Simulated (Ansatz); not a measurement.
C$_{3}$H$_{8}$SSi (`CC[SiH2]C=S`). Charge 0, multiplicity 1. The geometry is a stationary point of PBE0-D4/def2-TZVP. It is one conformer, not always the lowest.

```xyz
13

C     0.576    0.153   -1.628
C     0.946    0.499   -0.188
Si   -0.507    0.524    0.983
C    -1.193   -1.204    1.305
S    -0.461   -2.567    0.852
H     1.455    0.174   -2.277
H    -0.151    0.860   -2.035
H     0.142   -0.846   -1.695
H     1.675   -0.219    0.202
H     1.425    1.483   -0.138
H    -1.630    1.348    0.447
H    -0.140    1.076    2.319
H    -2.138   -1.282    1.853
```

**Question.** What is the dipole moment at ωB97M-V/def2-TZVPP? (Estimate.)

**Answer.** The calculation gave: 1.30 D, with components (0.02, 1.30, -0.12) D in this frame, pointing from negative to positive charge.

**Question.** And with PBE, r2SCAN, B3LYP? (An estimate is asked.)

**Answer.** Ansatz gave: PBE 1.31 D, r2SCAN 1.43 D, B3LYP 1.35 D.

**Question.** Give the Mulliken charges with ωB97M-V, B3LYP, PBE in def2-TZVPP. (Best estimate.)

**Answer.** The calculation gave: 
```tsv
atom	ωB97M-V	B3LYP	PBE
C1	-0.31	-0.26	-0.25
C2	-0.31	-0.20	-0.20
Si3	0.28	0.35	0.27
C4	-0.17	-0.12	-0.08
S5	-0.12	-0.16	-0.16
H6	0.11	0.09	0.08
H7	0.11	0.08	0.09
H8	0.11	0.09	0.09
H9	0.12	0.08	0.09
H10	0.11	0.08	0.09
H11	-0.03	-0.08	-0.06
H12	-0.02	-0.07	-0.06
H13	0.14	0.12	0.11
```

B3LYP here is the variant with VWN-RPA as its local correlation; programs differ in this.
